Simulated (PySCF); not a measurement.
**Computed properties of CH8F2Si3, SMILES [Si@@H]([SiH3])(F)[SiH2]CF**

CH8F2Si3, SMILES [SiH3][Si@@H]([SiH2]CF)F. Coordinates come from a PBE0-D3(BJ)/def2-SVP optimisation. The structure was generated by enumeration; whether it is a known compound was not checked. Other conformers were not sampled. All values are computed for the isolated molecule unless a solvent is named; none is compared with measurement here.

**Structure.** All 36 harmonic modes at PBE0-D3(BJ)/def2-SVP (PySCF) are real, so it is a minimum. With heavy atoms numbered as in [F:1][CH2:2][SiH2:3][Si@@H:4]([F:5])[SiH3:6], the shortest bond between them is F1–C2 at 1.394 Å and the longest Si4–Si6 at 2.352 Å.

**Vibrations.** The strongest infrared lines (harmonic, unscaled, degenerate partners summed) lie at 708 cm⁻¹ (226 km/mol, H 80 %, Si 15 %), 858 cm⁻¹ (178 km/mol, H 54 %, Si 24 %, F 22 %), 2233 cm⁻¹ (126 km/mol, H 96 %). The softest mode is at 38 cm⁻¹ and the zero-point energy is 52.9 kcal/mol.

**Electronic structure.** M06-2X/def2-TZVP (PySCF) places the frontier levels at -8.79 and -0.09 eV, a gap of 8.70 eV, and gives a dipole moment of 2.17 D and a mean polarisability of 96.2 bohr³. PBE/def2-TZVP (PySCF) at the same geometry gives -6.68 and -1.81 eV, so its gap is 3.83 eV narrower. An orbital gap is neither the optical nor the fundamental gap.

**Excitations.** TDA-CAM-B3LYP/def2-SVPD (PySCF) has S1 at 5.87 eV (211 nm, f = 0.018, weak); the most intense of the 6 singlets computed lies at 6.73 eV (f = 0.22). T1 (TDA) is at 5.19 eV, 0.68 eV under S1. TDA-PBE/def2-SVPD (PySCF) puts S1 at 5.23 eV. No vertical singlet excitation falls in the visible range (under 3.1 eV).

**NMR.** GIAO shifts at HF/pcSseg-1 (PySCF) (non-relativistic, atoms alike by connectivity averaged): ¹³C at 69.3 ppm against TMS; ¹H from 3.7 to 5.6 ppm against TMS; ²⁹Si from -87.9 to 14.4 ppm against TMS; ¹⁹F from -252.8 to -210.2 ppm against CFCl3.

**Solvation.** SMD-PBE0/def2-SVP (PySCF) gives 1.7 kcal/mol in water, -1.7 kcal/mol in n-hexane, -3.3 kcal/mol in ethanol (1 M in both phases, gas-phase geometry); of these solvents ethanol holds the molecule best.
